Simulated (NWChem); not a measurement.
System: CH5GaO; SMILES C[O][GaH2]

```xyz
8

Ga     0.0303    -0.7719     0.0000
H     -1.1071    -1.8480     0.0000
H      1.5979    -0.9374     0.0000
O     -0.5812     0.9214     0.0000
C      0.2821     2.0430     0.0000
H      1.3479     1.7667     0.0000
H      0.0892     2.6595    -0.8883
H      0.0892     2.6595     0.8883
```
Atoms are numbered in this order, from 1.

Computed with NWChem. All runs use the structure optimised with B3LYP/6-31G* (spherical d). Level M06-L/def2-SVP: energy and gradient on several grids; changes count from the extra-fine grid, which is no exact limit either.

```tsv
grid	size of the energy change (μHa)	largest change of a gradient component (μHa/bohr)	time, medium = 1 (rough)
xcoarse	10000	6000	about 1
coarse	400	2000	about 1
medium	40	400	about 1
fine	10	200	about 1
xfine	< 10	< 30	2
```
